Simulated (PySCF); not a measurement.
# Dipole response of Pd²⁺ (palladium, charge +2)

[Kr] 4d7 5s1, high-spin 5F determinant (an excited configuration). Calculation: PySCF 2.14, in aug-cc-pVTZ-DK (9s8p6d3f2g, 102 functions); scalar relativity by spin-free X2C-1e. Coupled (time-dependent) response in atomic units; α is the mean over directions.

| method | mean α (bohr³) | C₆ (like pair) | S(−4) |
| --- | --- | --- | --- |
| r2SCANh | 19.47 | 107.9 | 240.5 |

S(−4) is the Cauchy moment in α(ω) = α(0) + S(−4) ω² + …

Spin-orbit coupling is absent.

α(iu) at r2SCANh:

| u (hartree) | α(iu) (bohr³) |
| --- | --- |
| 0 | 19.47 |
| 0.0500 | 18.89 |
| 0.100 | 17.40 |
| 0.200 | 13.60 |
| 0.300 | 10.52 |
| 0.500 | 7.021 |
| 0.750 | 4.964 |
| 1.00 | 3.833 |
| 1.50 | 2.566 |
| 2.00 | 1.853 |
| 3.00 | 1.089 |
| 5.00 | 0.4953 |

A single London oscillator, α(iu) = α/(1 + u²/ω²), gives C₆ = (3/4) ω α². Matching the computed C₆ needs ω = 4 × 107.9 / (3 × 19.47²) = 0.380 hartree.

For an ion, C₆ is the dispersion term alone; charge-induced terms of lower order in 1/R come first.
